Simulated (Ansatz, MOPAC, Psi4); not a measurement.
Species: chloro(ethenylsilyl)silane, C2H7ClSi2 (charge 0, singlet). SMILES: C=C[SiH2][SiH2]Cl
Geometry from a B3LYP-D3(BJ)/def2-TZVP (Ansatz, a first-principles code) optimisation:
```xyz
12

C     -3.1280     0.4618    -0.0070
C     -1.9262     0.3177    -0.5623
Si    -0.8021    -1.1309    -0.2418
Si     1.1438    -0.3708     0.8236
Cl     1.9558     1.1354    -0.3658
H     -3.5450    -0.2844     0.6609
H     -3.7496     1.3307    -0.1961
H     -1.5643     1.1043    -1.2200
H     -1.4954    -2.1191     0.6227
H     -0.3944    -1.7872    -1.5089
H      0.8621     0.2210     2.1512
H      2.1781    -1.4193     0.9788
```

Quantity: size of the dipole moment, in D. Set-up: 6-311+G** with 5d, 6d on Na to Ar in Ansatz; non-relativistic; LANL2DZ with its own core potentials from Na on; 6-31G* and kin with 6d, 5d where marked; no spin-orbit coupling; dispersion terms only where a functional's name holds one. Ab initio and DFT rows: single points at B3LYP-D3(BJ) geometries (Ansatz). Semi-empirical rows: dipoles at the shared geometry.

```tsv
level	program	size of the dipole moment (D)
PM6	MOPAC	2.11
PBE/STO-3G	Ansatz	2.70
PBE/LANL2DZ	Ansatz	2.37
B3LYP/LANL2DZ	Ansatz	2.54
B3LYP/6-31G*	Ansatz	2.07
B3LYP/cc-pVDZ	Ansatz	1.74
wB97X-D/6-311+G**	Psi4	2.08
```

No value to compare with is used here. The 7 habitual levels span 1.74 (B3LYP/cc-pVDZ) to 2.70 D (PBE/STO-3G).

The levels are drawn from those run, B3LYP/6-31G* more often than the rest, none by its result; left out are runs that failed, that the program found above a lower state of the same kind, or whose <S^2> lies over 0.5 above the pure value.
